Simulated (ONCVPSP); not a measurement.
# Configuration tests for aluminium (Al) (ONCV)

Al, optimised norm-conserving Vanderbilt (ONCV), made with ONCVPSP 4.0.1 (PBE, scalar-relativistic). Core [Ne], reference 3s2 3p0.5 (charge +0.5). Waves: 3s: rc 1.55 bohr, ncon 4, nbas 8, qcut 3.7 1/bohr, 2 projectors, debl 2.1 Ha; 3p: rc 2.05 bohr, ncon 4, nbas 7, qcut 3.5 1/bohr, 2 projectors, debl 3.7 Ha; d scattering state at 0.08 Ha: rc 1.65 bohr, ncon 3, nbas 7, qcut 5.6 1/bohr, 1 projector. Local part: polynomial inside 1.20 bohr (lpopt 5, dvloc0 0 Ha). Core correction: none.

Energies are relative to the spin-unpolarised reference configuration 3s2 3p0.5; without spin polarisation the order of configurations can differ from experiment.

```json
{"valence configuration": "3s2 3p1", "charge": "0", "ΔE all-electron (eV)": "-2.086", "error AE − PS (meV)": "-0.5"}
{"valence configuration": "3s2 3p0", "charge": "+1", "ΔE all-electron (eV)": "3.676", "error AE − PS (meV)": "-1.3"}
{"valence configuration": "3s0 3p3", "charge": "0", "ΔE all-electron (eV)": "8.365", "error AE − PS (meV)": "+25"}
```

Question: What are ΔE and the potential's error for 3s1 3p0?

Answer: ΔE = 22.901 eV all-electron; the error (AE − PS) is +22 meV.

Note: no bound ghost flagged; GHOST(+) flagged for s at 81.1 eV.
